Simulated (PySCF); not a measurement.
Br²⁵⁺: ionisation energy

Br²⁵⁺ [Ne] (1S) → Br²⁶⁺ [He] 2s2 2p5 (2P), as a difference of total energies. Calculation: PySCF 2.14, in an uncontracted even-tempered set (20 s from 7 bohr⁻², ratio 2.2; 12 p from 9.1 bohr⁻², ratio 2.2; 6 d from 43 bohr⁻², ratio 2.4; 5 f from 64 bohr⁻², ratio 2.4; 4 g from 96 bohr⁻², ratio 2.4); the spin-free X2C one-electron Hamiltonian (Gaussian nucleus). Correlated levels: nothing frozen; virtual orbitals above 40 to 60 times the deepest correlated orbital energy dropped. The calculations carry no spin-orbit coupling.

```csv
method,ionisation energy (eV)
UHF,2745.1
LDA,2744.4
PBE,2744.2
PBE0,2744.9
r2SCAN,2746.5
TPSS,2744.2
PBEsol,2743.7
MP2 (all electrons),2746.8
SCS-MP2 (all electrons),2746.6
```

A first-order spin-orbit estimate (lowest level to lowest level, LS coupling) adds -16.060 eV.

For this ion Breit and QED terms and the two-electron picture change, all absent here, outweigh the differences among the correlated methods.

For comparison: 2731.4 ± 1.5 eV (semi-empirical (NIST evaluation); NIST Atomic Spectra Database, ionization energies).
